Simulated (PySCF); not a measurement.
Single point on CaSi⁻

State: ⁴Σ⁻ (quartet), unpaired electrons σ ↑, π ↑↑.

An equivalent input (the run itself took its basis sets from the Basis Set Exchange, started from a PBE0 density and held the occupation σ 11α 10β, πx 4α 3β, πy 4α 3β):

```python
from pyscf import gto, dft
mol = gto.M(atom='Ca 0 0 0; Si 0 0 2.922', basis={'Ca': 'def2-SVPD', 'Si': 'def2-SVPD'},
            charge=-1, spin=3, verbose=4, symmetry='C2v')
mf = dft.UKS(mol, xc='R2SCAN')
mf.grids.atom_grid = (80, 434)
mf.grids.prune = dft.gen_grid.treutler_prune
mf.irrep_nelec = {'A1': (11, 10), 'B1': (4, 3), 'B2': (4, 3)}
mf.conv_tol = 1e-9
mf.max_cycle = 60
mf.diis_space = 10
mf.kernel()
```

The log (some set-up lines and the per-cycle HOMO/LUMO lines removed):

```
******** <class 'pyscf.dft.uks_symm.SymAdaptedUKS'> ********
method = SymAdaptedUKS
damping factor = 0
level_shift factor = 0
DIIS = <class 'pyscf.scf.diis.CDIIS'>
diis_start_cycle = 1
diis_space = 10
diis_damp = 0
SCF conv_tol = 1e-09
SCF conv_tol_grad = None
SCF max_cycles = 60
number electrons alpha = 19  beta = 16
Set gradient conv threshold to 3.16228e-05
init E= -966.777350873939
cycle= 1 E= -966.777907800833  delta_E= -0.000557  |g|= 0.00238  |ddm|= 0.208
cycle= 2 E= -966.777923148915  delta_E= -1.53e-05  |g|= 0.00159  |ddm|= 0.0276
cycle= 3 E= -966.777925753668  delta_E= -2.6e-06  |g|= 0.00111  |ddm|= 0.0116
cycle= 4 E= -966.77792748481  delta_E= -1.73e-06  |g|= 0.000885  |ddm|= 0.00802
cycle= 5 E= -966.777928618505  delta_E= -1.13e-06  |g|= 0.000239  |ddm|= 0.00318
cycle= 6 E= -966.777928743833  delta_E= -1.25e-07  |g|= 0.000125  |ddm|= 0.00139
cycle= 7 E= -966.777928830666  delta_E= -8.68e-08  |g|= 4.35e-05  |ddm|= 0.00149
cycle= 8 E= -966.777928858512  delta_E= -2.78e-08  |g|= 2.38e-05  |ddm|= 0.000934
cycle= 9 E= -966.777928874081  delta_E= -1.56e-08  |g|= 1.69e-05  |ddm|= 0.00116
cycle= 10 E= -966.777928876603  delta_E= -2.52e-09  |g|= 2.03e-06  |ddm|= 0.000582
cycle= 11 E= -966.777928876623  delta_E= -2.03e-11  |g|= 6.17e-07  |ddm|= 5.15e-05
Extra cycle  E= -966.777928876625  delta_E= -1.14e-12  |g|= 1.05e-06  |ddm|= 1.08e-05
converged SCF energy = -966.777928876625  <S^2> = 3.7566937  2S+1 = 4.0033454
```

Repeating this along the bond gives Re = 2.899 Å and ωe = 232 cm⁻¹.

A point of this curve took 1.1 CPU seconds beside 0.094 for the integrals (shared host).

The highest Kohn–Sham level is positive in this anion. Much of that is self-interaction error, but it also means that the finite basis helps to hold the extra electron. The state is the lowest determinant that a PBE0 search found; another state may lie lower at other levels.
